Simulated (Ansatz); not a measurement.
One change: `CCSBCl` becomes `CCSBF`.

Ansatz, PBE0-D4/def2-TZVP geometries, multiplicity 1. Each molecule was computed in one conformer, which needn't be the lowest.

```json
{"property": "LUMO energy (ωB97M-V/def2-TZVPP) / eV", "`CCSBCl`": "0.95"}
{"property": "size of the dipole moment (ωB97M-V/def2-TZVPP) / D", "`CCSBCl`": "1.70"}
{"property": "size of the dipole moment (PBE/def2-TZVPP) / D", "`CCSBCl`": "1.83"}
{"property": "HOMO–LUMO gap (B3LYP/def2-TZVPP) / eV", "`CCSBCl`": "6.28"}
{"property": "LUMO energy (PBE0/def2-TZVPP) / eV", "`CCSBCl`": "-1.05"}
{"property": "zero-point energy (PBE0-D4/def2-TZVP) / kJ/mol", "`CCSBCl`": "215.9"}
```

Question: What does the change do to each property? (Best estimate.)

Answer: The calculation gave: 
```
                                          property  `CCSBF`  shift
             LUMO energy (ωB97M-V/def2-TZVPP) / eV     1.43   0.48
size of the dipole moment (ωB97M-V/def2-TZVPP) / D     2.50   0.80
    size of the dipole moment (PBE/def2-TZVPP) / D     2.48   0.65
             HOMO–LUMO gap (B3LYP/def2-TZVPP) / eV     6.68   0.40
                LUMO energy (PBE0/def2-TZVPP) / eV    -0.52   0.53
    zero-point energy (PBE0-D4/def2-TZVP) / kJ/mol    218.9    3.0
```

With PBE0 the HOMO rises by 0.09 eV and the LUMO rises by 0.53 eV, so the gap widens by about 0.44 eV. PBE moves the HOMO by 0.12 eV and ωB97M-V by 0.06 eV. Dipoles are sizes alone; their direction can turn.

Positive LUMOs are unbound, so they and the gaps depend on the basis.

B3LYP here is the variant with VWN-RPA as its local correlation; programs differ in this.
